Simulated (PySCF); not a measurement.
## Energy of Au²⁺ (gold, charge +2) between two integer charges

The 5d beta orbital of [Xe] 4f14 5d9 is emptied in steps (occupation f), with all orbitals relaxed, ending at [Xe] 4f14 5d8. All numbers are calculated (PySCF 2.14, a scalar-relativistic core potential, in aug-cc-pVDZ-PP with ECP60MDF (5s5p4d2f, 54 functions)). The exact energy is a straight line in f; departures are measured from the line between the end points of the same method.

| f | BHandHLYP (eV) | wB97X (eV) | TPSS (eV) |
| --- | --- | --- | --- |
| 1 | 0.000 | 0.000 | 0.000 |
| 0.8 | -0.399 | -0.293 | -0.966 |
| 0.6 | -0.603 | -0.444 | -1.452 |
| 0.4 | -0.608 | -0.449 | -1.454 |
| 0.2 | -0.409 | -0.301 | -0.971 |
| 0 | 0.000 | 0.000 | 0.000 |

```csv
method,E(f=0) − E(f=1) (eV),−ε at f=1 (eV),−ε at f=0.4 (eV)
BHandHLYP,32.434,29.965,32.914
wB97X,32.652,30.841,33.007
TPSS,32.503,26.486,33.706
```

Orbital energy along the path (eV):

```
  f  BHandHLYP    wB97X     TPSS
  1    -29.965  -30.841  -26.486
0.8    -30.921  -31.536  -28.868
0.6    -31.905  -32.260  -31.279
0.4    -32.914  -33.007  -33.706
0.2    -33.948  -33.773  -36.137
  0    -35.019  -34.530  -38.578
```

Reference removal energy between the ground levels: 30 ± 1.6 eV (theoretical estimate listed by NIST; NIST Atomic Spectra Database, ionization energies). The calculation has no spin-orbit coupling. The determinant left behind need not be the lowest term of the ion.
